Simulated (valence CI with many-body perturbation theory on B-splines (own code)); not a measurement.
The numbers below are computed, except where a source is named.
**Rh³²⁺: what the settings do**

Level of theory: valence CI with perturbative core correlation (CI+MBPT): three valence electrons over a frozen Dirac-Fock core [Ne], a basis of 6 s, 6 p, 5 d, 3 f, 1 g functions for each j, with the one-electron correlation potential Σ1 (screened to all orders), the two-electron term Σ2, the three-electron term Σ3, Breit, model QED; selected single and double excitations, second order for the rest (own B-spline code, finite nucleus).

No measured spectrum was set against this ion. As an estimate, large intervals hold to a few tenths of a per cent, small ones and those within an open d or f shell to about a per cent.

The reference run has the lowest level (3s^2 3p1/2) J=1/2 and an ionisation energy of 1921.65 eV. Its largest variational space holds 2804 state functions.

Levels are named by their leading jj configuration (3d3/2^4 stands for four electrons in 3d with j = 3/2), which in mixed levels can hold well under half, so a name can repeat and another be missing. Letters in brackets count levels of one name in rising energy.

Reference levels: (3s^2 3p3/2) J=3/2 282937, (3s 3p1/2^2) J=1/2 606946, (3s 3p1/2 3p3/2) J=3/2 [a] 798133, (3s 3p1/2 3p3/2) J=5/2 862832, (3s 3p1/2 3p3/2) J=3/2 [b] 963269, (3s 3p1/2 3p3/2) J=1/2 1035190, (3s 3p3/2^2) J=5/2 1115860, (3s^2 3d3/2) J=3/2 1258860, (3s 3p3/2^2) J=1/2 1320270, (3s^2 3d5/2) J=5/2 1350920, (3s 3p3/2^2) J=3/2 1364290, (3p1/2^2 3p3/2) J=3/2 1608880 cm⁻¹.

Q: Rank these changes by the mean size of the shift of these levels, smallest first.
A. scale of Σ1 1 → 0.8
B. scale of Σ2 1 → 3
C. screening of Σ1 on → off

A: C (20 cm⁻¹), A (220 cm⁻¹), B (4100 cm⁻¹).
